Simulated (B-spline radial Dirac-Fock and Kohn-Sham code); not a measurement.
## Relativistic shifts of the levels of Sr⁺

System: the Sr⁺ ion, configuration 1s2 2s2 2p6 3s2 3p6 3d10 4s2 4p6 5s1.

Both columns are ΔSCF binding energies of the configuration average from a radial atomic solver: non-relativistic Hartree-Fock with a point nucleus, and Dirac-Fock with a finite nucleus and the Coulomb interaction alone, averaged over the two j levels with weights 2j+1.

```
shell  Hartree-Fock (eV)  Dirac-Fock (eV)  shift (eV)  shift (%)
   1s            15836.1          16159.3     +323.18      +2.04
   2s             2167.0           2241.3      +74.29      +3.43
   2p             1963.3           1981.7      +18.36      +0.94
   3s              364.2            377.2      +13.00      +3.57
   3p              288.6            291.5       +2.87      +1.00
   3d              151.8            148.9       -2.86      -1.88
   4p              34.45            34.46        0.00       0.00
   5s              10.29            10.44       +0.15      +1.50
```

Relativity binds 1s, 2s, 2p, 3s, 3p, 5s more strongly, among those listed most of all 3s in relative terms, and 3d more weakly, because the contracted s and p shells screen the nucleus better.

Values without a named source are computed, but for edge energies of neutral atoms, which are taken from tables.
